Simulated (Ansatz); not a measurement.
`COB(C)O[SiH3]` + `[AlH2][SiH2][SiH3]` → `CO[B](C)[AlH2]` + `[SiH3]O[SiH2][SiH3]`  (redistribution)

Gas-phase electronic energies from Ansatz, PBE0-D4/def2-TZVP geometries. CCSD(T)/CBS is the MP2 limit (def2-TZVPP, def2-QZVPP) plus CCSD(T) − MP2 in def2-TZVPP, frozen cores. Each species was taken in one conformer, which may not be the lowest.

```tsv
species	SCS-MP2/def2-TZVPP energy (Eh)
`COB(C)O[SiH3]`	-545.63617
`[AlH2][SiH2][SiH3]`	-824.22839
`CO[B](C)[AlH2]`	-422.72331
`[SiH3]O[SiH2][SiH3]`	-947.10615
```

Work out ΔE.

ΔE = (-422.72331) + (-947.10615) − (-545.63617) − (-824.22839) = 0.03510 Eh = +0.96 eV. CCSD(T)/CBS gives +0.99 eV.

Largest T1 diagnostic among the species: 0.013.

In def2-TZVPP, CCSD(T) changes the Hartree–Fock value by +0.05 eV (the triples alone add +0.01 eV) and MP2 by +0.03 eV.
